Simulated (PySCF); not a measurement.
Stationary points of BiO₂⁻

Method: PBE in PySCF with Bi def2-TZVPD with ECP60, O def2-TZVPD; scalar-relativistic core potentials, no spin–orbit coupling; density-fitted integrals.

Relaxations began from a few typed shapes. The search is not exhaustive: other isomers or separated fragments can lie lower, and high-lying points may rest on an excited occupation.

Question: Which is the lowest minimum found?
A. singlet D∞h: Bi–O 2.087 Å (×2); O–Bi–O 180.0°
B. singlet C2v: Bi–O 1.985 Å (×2); O–Bi–O 108.5°

Answer: B. The others lie at 162.2 (singlet D∞h, a saddle point) kJ/mol above it.

Counting electrons, bismuth keeps 2 of its valence electrons outside its bonds, so the VSEPR class is AX2E1 and the expected shape is bent (C2v), as computed.

For the lowest minimum: the lowest empty level of this anion is unbound, so it and the gap depend on the basis. Spin–orbit coupling, left out here, can matter for elements this heavy.
